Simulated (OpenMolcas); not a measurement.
Computed levels of 5d⁷ in ions with 75 electrons, in cm-1 above ⁴F_9/2.

* Program: OpenMolcas
* Method: MS-CASPT2, IPEA 0.25 Eh, imaginary shift 0.1 Eh
* Basis: ANO-RCC-VTZP
* Scalar Hamiltonian: DKH2, point nucleus
* Spin-orbit coupling: RASSI with atomic mean-field integrals over the reference wave functions, term energies averaged over their components

Active space for each ion: 7 electrons in 5 orbitals (5d); closed shells correlated by CASPT2: 5s 5p.

```tsv
Level	Ir2+	Au4+
⁴F_7/2	7630	12230
⁴P_5/2	14440	20680
²G_9/2	16430	22220
⁴P_1/2	17660	24510
²G_7/2	22160	30440
²H_11/2	22160	29360
²D_5/2(1)	25120	35620
²P_1/2	28680	40590
²F_5/2	29940	38960
```

Q: Estimate ⁴F_7/2, ⁴P_5/2, ²G_9/2 for Pt3+ from its neighbours Ir2+ and Au4+.

A: ⁴F_7/2 is fine structure, which grows about as the fourth power of a screened charge, so the fourth roots are averaged: ((7630^0.25 + 12230^0.25) / 2)^4 = 9727. The calculation gives 9670, so the estimate is off by +0.6 %.
⁴P_5/2 is another term, which grows about linearly with the charge: (14440 + 20680) / 2 = 17560. The calculation gives 17340, so the estimate is off by +1.3 %.
²G_9/2 is another term, which grows about linearly with the charge: (16430 + 22220) / 2 = 19325. The calculation gives 19230, so the estimate is off by +0.5 %.

Mixed levels, with the weight of the term that names them: Ir2+ ²G_9/2 (62 %), Ir2+ ⁴P_1/2 (72 %), Ir2+ ²P_1/2 (72 %), Pt3+ ²G_9/2 (59 %), Pt3+ ⁴P_1/2 (69 %), Pt3+ ²D_5/2(1) (72 %), Pt3+ ²P_1/2 (69 %), Au4+ ⁴P_5/2 (72 %), Au4+ ²G_9/2 (55 %), Au4+ ⁴P_1/2 (66 %), Au4+ ²D_5/2(1) (67 %), Au4+ ²P_1/2 (66 %).

CASPT2 does not keep the components of a term degenerate, so their means are used; among the terms shown or strongly mixed into the levels shown the widest spread is 960 cm-1 (5d⁷ ⁴F, Au4+). Terms from blocks run as CI alone lack orbitals of their own. Configurations with an s electron lie low in 5d ions of this charge, fall among these levels and mix in, so low-spin terms can stand far too high, up to twice their true height, and weights are not those of the real levels (holds for Ir2+). The CASPT2 spread within a term exceeds the gap to the next term for 5d⁷ ²H and 5d⁷ ²D(1), so the order of their levels is uncertain (holds for Ir2+). Levels of configurations outside the active space are missing.

A number in round brackets counts repeated terms of one configuration in the order of the reference energies.
